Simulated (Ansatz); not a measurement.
Mulliken charges of C₃H₅InO (`OC=C=[CH][InH2]`) from PBE/def2-TZVPP in Ansatz (PBE0-D4/def2-TZVP geometry).

| atom | x (Å) | y (Å) | z (Å) | charge (e) |
| --- | --- | --- | --- | --- |
| O1 | -0.883 | -1.399 | -2.183 | -0.256 |
| C2 | 0.054 | -1.377 | -1.188 | 0.017 |
| C3 | -0.064 | -0.788 | -0.025 | -0.065 |
| C4 | -0.146 | -0.135 | 1.100 | -0.349 |
| In5 | 0.581 | 1.884 | 1.207 | 0.503 |
| H6 | -1.653 | -0.901 | -1.891 | 0.194 |
| H7 | 0.946 | -1.932 | -1.454 | 0.102 |
| H8 | -0.560 | -0.632 | 1.977 | 0.113 |
| H9 | 0.558 | 2.718 | 2.718 | -0.129 |
| H10 | 1.168 | 2.563 | -0.261 | -0.130 |

By hand: the dipole of these point charges (1 e Å = 4.8032 D).

Σ q r = (0.063, 0.254, 0.155) e Å, of length 0.304 e Å = 1.46 D.

How does the dipole of the full density compare? (Estimate.)

Computed: (-0.126, 0.073, 0.162) e Å, 1.05 D; the point charges give 1.39 times that, at 57° from its direction.

Point charges leave out the atoms' own dipoles, such as those of lone pairs, and Mulliken's split depends on the basis, so the two needn't agree.
